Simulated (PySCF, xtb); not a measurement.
methylsilylformaldehyde (C2H6OSi), SMILES C[SiH2]C=O.

xtb with GFN2-xTB at its own geometry gives an orbital gap of 2.53 eV and a dipole moment of 2.51 D.

Geometry optimised at B3LYP-D3(BJ)/def2-SVP. The values are those of a single conformer.

Q: What does PySCF with PBE/def2-TZVP give? (An estimate is asked for; the answer gives what the named calculation found.)

A: gap 2.84 eV (levels -5.51 and -2.67 eV), dipole 1.69 D.
